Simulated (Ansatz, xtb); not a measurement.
Ranking isomers of C4H3BBrCl

10 gas-phase structures of C4H3BBrCl, from a drawn sample of its isomers (lower ones may exist). Each was relaxed with GFN2-xTB:

A. `ClC1=CC=CB1Br`, a singlet
B. `ClC1=C(Br)C=CB1`, a singlet
C. `ClC1=CBC=C1Br`, a singlet
D. `ClB1C=CC=C1Br`, a singlet
E. `ClC1=CC=C(Br)B1`, a singlet
F. `ClC1=CBC(Br)=C1`, a singlet
G. `ClC1=C(Br)BC=C1`, a singlet
H. `ClC1=CC(Br)=CB1`, a singlet
I. `ClB1C=CC(Br)=C1`, a singlet
J. `ClC1=CB(Br)C=C1`, a singlet

Make a reasoned guess at their ranking by r2SCAN-D4/def2-SVP single-point energy.

Calculated order at r2SCAN-D4/def2-SVP: I (0.0), J (2.7), D (2.9), A (6.4), C (37.6), F (38.4), H (39.0), G (40.3), B (40.7), E (43.4) kcal/mol. Less than 1 kcal/mol parts J and D; C and F; F and H; G and B, so the order within those pairs means little.

Energies above the lowest of each column, in kcal/mol; the last columns are at B3LYP-D3(BJ)/def2-SVP geometries and were run for some of them only (a dash: not run or not comparable):

```
structure  GFN2-xTB  HF/STO-3G  r2SCAN-D4/def2-SVP  B3LYP-D3(BJ)/def2-SVP  CCSD(T)/def2-SVP + ΔMP2/def2-TZVPP
        I       4.3        0.0                 0.0                    0.0                                 0.0
        J       0.0        2.6                 2.7                    3.8                                 3.2
        D       6.1        2.5                 2.9                    2.3                                 2.3
        A       2.8        3.1                 6.4                    7.0                                 6.3
        C      24.1       33.9                37.6                      –                                   –
        F      24.3       34.6                38.4                      –                                   –
        H      25.2       33.6                39.0                      –                                   –
        G      26.0       35.5                40.3                      –                                   –
        B      26.8       33.8                40.7                      –                                   –
        E      27.5       34.8                43.4                      –                                   –
```

CCSD(T)/def2-SVP + ΔMP2/def2-TZVPP puts I lowest of those it was run on; GFN2-xTB picks J. CCSD(T)/def2-SVP + ΔMP2/def2-TZVPP orders those it was run on as I (0.0), D (2.3), J (3.2), A (6.3) kcal/mol. Less than 1 kcal/mol parts D and J, so the order within that pair means little. Frequencies (GFN2-xTB) were run for A, D, I, J alone. ΔMP2 is the change of the MP2 energy from the smaller to the larger basis.

Over these structures GFN2-xTB departs from r2SCAN-D4/def2-SVP by 7.0 kcal/mol on average once a common shift is removed. A GFN2-xTB relaxation took about 0.12 s and the r2SCAN-D4/def2-SVP energy about 2.8 s on a shared host (Ansatz 0.2.0, xtb 6.7.1).
